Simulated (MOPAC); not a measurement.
MOPAC input (MNDO):

```
MNDO 1SCF GEO-OK AUX(PRECISION=9) THREADS=1
H5P

P    -0.00000000 1    0.00000000 1    0.00000000 1
H     0.00762300 1   -0.00624800 1    1.47869600 1
H    -0.00762300 1    0.00624800 1   -1.47869600 1
H     1.42511300 1    0.00614500 1   -0.00732100 1
H    -0.71785200 1    1.23111700 1    0.00890200 1
H    -0.70726200 1   -1.23726200 1   -0.00158200 1
```

Output:

```
 *******************************************************************************
 **                                                                           **
 **                              MOPAC v23.2.5                                **
 **                                                                           **
 *******************************************************************************
 ** MOPAC's Digital Object Identifier: https://doi.org/10.5281/zenodo.6511958 **
 **                                                                           **
 ** Please cite the open-source release paper for use of this MOPAC version:  **
 ** J. E. Moussa and J. J. P. Stewart (2026)                                  **
 ** MOPAC: An open-source semiempirical molecular orbital program             **
 ** J. Open Source Softw., 11(119), 8025, https://doi.org/10.21105/joss.08025 **
 *******************************************************************************

                              MNDO CALCULATION RESULTS

 *******************************************************************************
 *  MNDO       - The MNDO Hamiltonian to be used
 *  GEO-OK     - OVERRIDE INTERATOMIC DISTANCE AND OTHER SAFETY CHECKS
 *  1SCF       - DO 1 SCF AND THEN STOP
 *  AUX        - OUTPUT AUXILIARY INFORMATION
 *******************************************************************************
MNDO 1SCF GEO-OK AUX(PRECISION=9) THREADS=1
 H5P

   ATOM   CHEMICAL          X               Y               Z
  NUMBER   SYMBOL      (ANGSTROMS)     (ANGSTROMS)     (ANGSTROMS)

     1       P         -0.00000000  *   0.00000000  *   0.00000000  *
     2       H          0.00762300  *  -0.00624800  *   1.47869600  *
     3       H         -0.00762300  *   0.00624800  *  -1.47869600  *
     4       H          1.42511300  *   0.00614500  *  -0.00732100  *
     5       H         -0.71785200  *   1.23111700  *   0.00890200  *
     6       H         -0.70726200  *  -1.23726200  *  -0.00158200  *

          CARTESIAN COORDINATES

    NO.       ATOM           X           Y           Z

     1         P         -0.0000      0.0000      0.0000
     2         H          0.0076     -0.0062      1.4787
     3         H         -0.0076      0.0062     -1.4787
     4         H          1.4251      0.0061     -0.0073
     5         H         -0.7179      1.2311      0.0089
     6         H         -0.7073     -1.2373     -0.0016

  H: (MNDO): M.J.S. DEWAR, W. THIEL, J. AM. CHEM. SOC., 99, 4899, (1977)
  P: (MNDO): M.J.S.DEWAR, M.L.MCKEE, H.S. RZEPA,J. AM. CHEM. SOC., 100 3607 1978

           Empirical Formula: H5 P  =     6 atoms

      MOLECULAR POINT GROUP   :   D3h

      RHF CALCULATION, NO. OF DOUBLY OCCUPIED LEVELS = 5

 -------------------------------------------------------------------------------
 MNDO 1SCF GEO-OK AUX(PRECISION=9) THREADS=1
 H5P

     1SCF WAS SPECIFIED, SO BFGS WAS NOT USED
     SCF FIELD WAS ACHIEVED

                              MNDO CALCULATION
                                                       MOPAC v23.2.5 Linux

          FINAL HEAT OF FORMATION =         99.11026 KCAL/MOL =     414.67735 KJ/MOL

          COSMO AREA              =         69.28 SQUARE ANGSTROMS
          COSMO VOLUME            =         50.04 CUBIC ANGSTROMS

          IONIZATION POTENTIAL    =          8.563869 EV
          HOMO LUMO ENERGIES (EV) =         -8.564 -0.838
          NO. OF FILLED LEVELS    =          5
          MOLECULAR WEIGHT        =         36.0133         POINT GROUP:  D3h

          MOLECULAR DIMENSIONS (Angstroms)

            Atom       Atom       Distance
            H     3    H     2     2.95746
            H     4    H     6     2.46842
            H     5    H     4     2.13772

          SCF CALCULATIONS        =          1

   ATOM   CHEMICAL          X               Y               Z
  NUMBER   SYMBOL      (ANGSTROMS)     (ANGSTROMS)     (ANGSTROMS)

     1       P         -0.00000000  *   0.00000000  *   0.00000000  *
     2       H          0.00762300  *  -0.00624800  *   1.47869600  *
     3       H         -0.00762300  *   0.00624800  *  -1.47869600  *
     4       H          1.42511300  *   0.00614500  *  -0.00732100  *
     5       H         -0.71785200  *   1.23111700  *   0.00890200  *
     6       H         -0.70726200  *  -1.23726200  *  -0.00158200  *

                             CARTESIAN COORDINATES

   1    P       -0.000000000     0.000000000     0.000000000
   2    H        0.007623000    -0.006248000     1.478696000
   3    H       -0.007623000     0.006248000    -1.478696000
   4    H        1.425113000     0.006145000    -0.007321000
   5    H       -0.717852000     1.231117000     0.008902000
   6    H       -0.707262000    -1.237262000    -0.001582000

           Empirical Formula: H5 P  =     6 atoms

      MOLECULAR POINT GROUP   :   D3h

                  EIGENVALUES
 -22.76199 -15.13968 -15.03584 -15.03584  -8.56387  -0.83780   1.75735   1.75735
   2.36983

              NET ATOMIC CHARGES AND DIPOLE CONTRIBUTIONS

  ATOM NO.   TYPE          CHARGE      No. of ELECS.   s-Pop       p-Pop
    1          P           0.688180        4.3118     1.40669     2.90513
    2          H          -0.240668        1.2407     1.24067
    3          H          -0.240668        1.2407     1.24067
    4          H          -0.068948        1.0689     1.06895
    5          H          -0.068948        1.0689     1.06895
    6          H          -0.068948        1.0689     1.06895
 DIPOLE           X         Y         Z       TOTAL
 POINT-CHG.    -0.000     0.000     0.000     0.000
 HYBRID         0.000    -0.000    -0.000     0.000
 SUM            0.000    -0.000     0.000     0.000

          ATOMIC ORBITAL ELECTRON POPULATIONS

     Atom    s        px        py        pz
    1  P   1.40669   0.97272   0.97272   0.95968
    2  H   1.24067
    3  H   1.24067
    4  H   1.06895
    5  H   1.06895
    6  H   1.06895

 **********************
 *                    *
 * JOB ENDED NORMALLY *
 *                    *
 **********************

 == MOPAC DONE ==
```

The geometry given is a B3LYP-D3(BJ)/def2-TZVP minimum.
